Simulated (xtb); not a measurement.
H7Si3, SMILES [SiH2][SiH2][SiH3] (connectivity only; charge and spin as stated), charge +1, multiplicity 1. All values are semi-empirical tight-binding results from xtb (GFN2-xTB unless named), good for trends rather than for accurate numbers. Geometry: GFN2-xTB. The spin state was assumed, not searched. The isomer is the one that the SMILES or the coordinates give; other isomers of the formula were not compared.

Optimised geometry:

Bonded distances (Å): Si1–Si2 2.365, Si1–H4 1.471, Si1–H5 1.468, Si2–Si3 2.380, Si2–H6 1.477, Si2–H7 1.477, Si3–H8 1.458, Si3–H9 1.461, Si3–H10 1.464. Bond angles (°): Si2–Si1–H4 135.2, Si2–Si1–H5 124.2, H4–Si1–H5 100.7, Si1–Si2–Si3 115.6, Si1–Si2–H6 98.0, Si1–Si2–H7 99.6, Si3–Si2–H6 117.6, Si3–Si2–H7 117.7, H6–Si2–H7 105.1, Si2–Si3–H8 107.7, Si2–Si3–H9 107.0, Si2–Si3–H10 106.0, H8–Si3–H9 112.6, H8–Si3–H10 112.3, H9–Si3–H10 110.8.
Charge +1, spin multiplicity 1.

Computed properties:
```json
{
 "orbital_gap": "1.87 eV",
 "zero_point_energy": "33.7 kcal/mol",
 "G − E(el) at 298.15 K (modified RRHO)": "13.3 kcal/mol",
 "static polarisability (D4 model)": "88.8 bohr³",
 "solvation energy, GFN2-xTB/ALPB(water)": "-42.8 kcal/mol",
 "solvation energy, GFN2-xTB/ALPB(chcl3)": "-41.1 kcal/mol"
}
```

Computed atomic charges and the Wiberg bond orders between heavy atoms:
charges (e) Si1 0.47, Si2 0.35, Si3 0.41, H4 0.04, H5 0.01, H6 -0.05, H7 -0.05, H8 -0.05, H9 -0.06, H10 -0.07. Bond orders Si1–Si2 0.92, Si2–Si3 0.76.
